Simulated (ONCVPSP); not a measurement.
**iron: one change to an ONCV potential, before and after**

* Element: Fe (Z = 26)
* Generator: ONCVPSP 4.0.1
* Type: optimised norm-conserving Vanderbilt (ONCV)
* Functional: PBEsol
* Relativity: scalar-relativistic
* Frozen core: [Ar]
* Valence charge: 8
* Reference configuration: 3d6 4s2
* Partial waves: 4s: rc 2.25 bohr, ncon 5, nbas 8, qcut 3.8 1/bohr, 2 projectors, debl 2.6 Ha; p scattering state at 0.03 Ha: rc 2.00 bohr, ncon 4, nbas 7, qcut 4.3 1/bohr, 2 projectors, debl 2.9 Ha; 3d: rc 1.15 bohr, ncon 5, nbas 10, qcut 12.9 1/bohr, 2 projectors, debl 2.6 Ha
* Local potential: polynomial inside 1.10 bohr (lpopt 5, dvloc0 0 Ha)
* Core correction: Teter function, fcfact 1.5, rcfact 1.1

All-electron outer shells of the reference configuration (PBEsol, scalar-relativistic, ld1.x):

| shell | level (eV) | outermost node (bohr) | outermost maximum (bohr) |
| --- | --- | --- | --- |
| 3p | -59.92 | 0.30 | 0.72 |
| 3d | -7.53 | – | 0.71 |
| 4s | -5.31 | 1.00 | 2.41 |

Change: functional PBE.

Cutoffs: the cutoffs (Ha) at which the residual kinetic energy of the hardest occupied pseudo-wave falls to 1 and 0.1 mHa per electron; they do not see the model core or the augmentation charge, which bear on the density cutoff. Errors are all-electron minus pseudo energies relative to the spin-unpolarised reference configuration.

Question: Predict the effect on cutoff, ghosts and configuration errors.

Answer: The potential gets neither clearly harder nor softer (70 Ha and 80 Ha → 70 Ha and 80 Ha); both files keep a bound ghost (s); of the 4 tests that both files solve, the error grows in 2 and shrinks in 1 by more than 15 % and 0.3 meV (median size 59.7 → 121.5 meV).

```tsv
quantity	base	changed
cutoff, loose	70 Ha	70 Ha
cutoff, tight	80 Ha	80 Ha
loose cutoff by channel	s 4.6 Ha, d 70 Ha	s 4.6 Ha, d 70 Ha
bound ghosts	s	s
GHOST(+) flags under 300 eV	p at 88.5 eV	p at 88.2 eV
error for 3d6 4s1, meV [ΔE 8.75 → 8.73 eV]	-7.0	+2.1
error for 3d6 4s0, meV [ΔE 24.86 → 24.93 eV]	+2.5	+64
error for 3d5 4s0, meV [ΔE 59.05 → 59.16 eV]	+112	+208
error for 3d7 4s0, meV [ΔE 6.59 → 6.64 eV]	-208	-179
s: phases at 2.28 bohr within 0.05 rad from the reference energy up to (Ha; the scan ends near 5)	3.4	3.4
p: phases at 2.03 bohr within 0.05 rad from the reference energy up to (Ha; the scan ends near 5)	3.2	3.2
d: phases at 1.17 bohr within 0.05 rad from the reference energy up to (Ha; the scan ends near 5)	to the end of the scan	to the end of the scan
rms error of d²Exc/dni dnj with the model core, mHa	10.64	10.41
```

 A true bound ghost makes a file unfit for plane-wave use even where its test errors are small: the radial tests pick states by their node count and pass the ghost by.
